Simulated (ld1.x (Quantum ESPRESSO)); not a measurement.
# molybdenum (Mo): excitation energies, all-electron against TM

```json
{"Element": "molybdenum", "Generator": "ld1.x (Quantum ESPRESSO) 7.5", "Type": "norm-conserving Troullier–Martins (Kleinman–Bylander form)", "Functional": "PBE", "Relativity": "fully relativistic", "Frozen core": "[Ar] 3d10", "Valence charge": "14", "Reference configuration": "4s2 4p6 4d5 5s1 5p0", "Partial waves": "4s (bound): rc 1.85 bohr; 4d (bound): rc 2.25 bohr; 4p (bound): rc 2.14 bohr", "Local potential": "the p channel", "Core correction": "none"}
```

Open shells are filled in proportion to 2j + 1 (rel_dist='average').

Occupied shells without a wave of their own: 5s. They enter only through the test configuration that unscreens the potential.

Energies are relative to the spin-unpolarised reference configuration 4s2 4p6 4d5 5s1 5p0; without spin polarisation the order of configurations can differ from experiment. The p channel is local and has no spin–orbit splitting in the pseudo-atom.

| valence configuration | charge | ΔE all-electron (eV) | error AE − PS (meV) |
| --- | --- | --- | --- |
| 4s2 4p6 4d5 5s0 5p0 | +1 | 6.891 | -797 |
| 4s2 4p6 4d4 5s0 5p0 | +2 | 22.352 | -1184 |
| 4s2 4p6 4d3 5s0 5p0 | +3 | 49.093 | -1626 |
| 4s2 4p6 4d4 5s2 5p0 | 0 | 0.198 | +729 |
| 4s2 4p6 4d5.5 5s0.5 5p0 | 0 | 0.280 | -279 |
| 4s2 4p6 4d4 5s1 5p0 | +1 | 8.063 | -6.5 |

Problem. What are ΔE and the potential's error for 4s2 4p6 4d4 5s1 5p1?

Solution. ΔE = 3.736 eV all-electron; the error (AE − PS) is +140 meV.

Levels in the configuration 4s2 4p6 4d3 5s0 5p0:

```
   level  all-electron (eV)  pseudo (eV)
4s j=1/2            -96.262      -96.778
4p j=1/2            -71.762      -70.543
4p j=3/2            -69.179      -70.543
4d j=3/2            -33.073      -33.524
4d j=5/2            -32.786      -33.237
```

The 5s level has no wave, so the channel is fitted at the deeper level alone: the likely source of the large errors.

A Bessel basis up to 400 Ry misses an occupied level by 2.60 Ry, so cutoffs and ghosts were not judged. The potential misses its own reference levels by up to 1.7 eV, so it is not fit for use.
